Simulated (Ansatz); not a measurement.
Two isomers of CH2AlNO: A = `O=C=[N][AlH2]`, B = `N#[C][AlH][OH]`.

Calculated with Ansatz (gas phase, PBE0-D4/def2-TZVP geometries, no zero-point term in ΔE). CCSD(T)/CBS is the MP2 limit (def2-TZVPP, def2-QZVPP) plus CCSD(T) − MP2 in def2-TZVPP, frozen cores. DFT in def2-TZVPP. B3LYP here is the variant with VWN-RPA as its local correlation; programs differ in this. Each species was taken in one conformer, which may not be the lowest.

A:

```xyz
6

O    -0.4914   -1.4467   -2.4599
C    -0.2920   -0.8654   -1.4693
N    -0.0873   -0.2695   -0.4533
Al    0.2090    0.6175    1.0492
H     1.4649    0.2011    1.9037
H    -0.8032    1.7628    1.4295
```

B:

```xyz
6

N    -2.2325   -1.2360   -1.1221
C    -1.3548   -0.7274   -0.5731
Al    0.0649    0.1178    0.4229
O     1.4042    0.5227   -0.5081
H    -0.0782    0.3769    1.9632
H     2.1965    0.9459   -0.1829
```

(1) Which is lower in electronic energy at CCSD(T)/CBS, and by how much? (Estimate.)

(2) Give E(B) − E(A) in kJ/mol with r2SCAN-D4, B3LYP, LDA (SPW92), B3LYP-D4, CCSD(T)/def2-TZVPP, PBE0-D4, BLYP-D4. (Estimate.)

(3) Does the order hold for the free energy at 298.15 K (harmonic terms from PBE0-D4)? (Estimate.)

Largest T1 diagnostic: 0.016.

## Answers

(1) The calculation gave: B, by 56.8 kJ/mol.

(2) Computed: r2SCAN-D4 -11.8, B3LYP -22.2, LDA (SPW92) 11.3, B3LYP-D4 -21.6, CCSD(T)/def2-TZVPP -53.7, PBE0-D4 -10.9, BLYP-D4 -18.0. The order is the other way round with LDA (SPW92).

(3) The calculation gave: Yes: G(B) − G(A) = -53.7 kJ/mol, for one conformer each. Modes under 60 cm⁻¹, often nearly free rotors, make the harmonic entropy too high.

From r2SCAN to r2SCAN0 (25 % exact exchange), in def2-TZVPP and without D4, E(B) − E(A) moves by −4.6 kJ/mol. At CCSD(T), def2-SVP lies +34.6 kJ/mol from the extrapolated value and def2-TZVPP +3.1 kJ/mol.
